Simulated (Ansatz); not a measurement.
Species: YF2 (charge 0, doublet). The spin state was set by rule; other spins were not relaxed. 
Structure (B3LYP-D3(BJ)/def2-TZVP (Ansatz, a program for electronic structure) minimum search):
```
Y
F 1 1.9800
F 1 1.9800 2 116.49
```
Charge 0, spin multiplicity 2.

Quantity: atomisation energy (electronic, to ground-state atoms), in eV. Open shells are spin-unrestricted. No spin-orbit coupling. Past Kr the def2 sets carry scalar-relativistic core potentials. 

```json
[
 {"level": "PBE-D3(BJ)/def2-TZVPD", "program": "Ansatz + dftd3", "atomisation energy (eV)": "13.72"},
 {"level": "revPBE-D4/def2-TZVPD", "program": "Ansatz + dftd4", "atomisation energy (eV)": "13.31"},
 {"level": "B97M-V/def2-TZVPD", "program": "Ansatz", "atomisation energy (eV)": "13.24"},
 {"level": "BHLYP-D4/def2-TZVPD", "program": "Ansatz + dftd4", "atomisation energy (eV)": "12.43"},
 {"level": "CAM-B3LYP-D4/def2-TZVPD", "program": "Ansatz + dftd4", "atomisation energy (eV)": "13.39"},
 {"level": "wB97X-V/def2-TZVPD", "program": "Ansatz", "atomisation energy (eV)": "13.38"}
]
```
